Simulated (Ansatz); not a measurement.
## Worked example: CHBrI2 + CHBr2I → CHI3 + CHBr3

Species: CHBrI2 `BrC(I)I`, singlet; CHBr2I (dibromoiodomethane) `BrC(Br)I`, singlet; CHI3 (iodoform) `IC(I)I`, singlet; CHBr3 (bromoform) `BrC(Br)Br`, singlet. The partners trade Br for I; both sit on C, so the bond types are kept.

Shapes, held fixed at every level: PBE0-D4/def2-TZVP. Programs: Ansatz 0.2.0. The zero-point and thermal change to 298 K, harmonic and unscaled (PBE0-D4/def2-TZVP), is 0.0 kJ/mol.

At CCSD(T)/def2-TZVPP; 1 Eh = 2625.50 kJ/mol:

| species | energy (Eh) |
| --- | --- |
| CHBrI2 | -3205.606009 |
| CHBr2I | -5481.173576 |
| CHI3 | -930.038845 |
| CHBr3 | -7756.741522 |

Problem. Work out ΔH(298 K) of the reaction at this level.

Solution. 
1. Products less reactants: (-930.038845) + (-7756.741522) − [(-3205.606009) + (-5481.173576)] = -0.000782 Eh = -2.1 kJ/mol.
2. With the thermal change: -2.1 + (0.0) = -2.1 kJ/mol.

Other levels give -2.2 (HF/def2-SVP) to -1.3 kJ/mol (PBE-D4/def2-TZVPP). No measured value is set beside it here. For atoms past krypton def2 sets carry core potentials with scalar relativity. Relativity is left out for Br. Outer-core shells of Br, I are correlated in most correlated rows, in sets that cover them unevenly. That is about zero within the method's error.
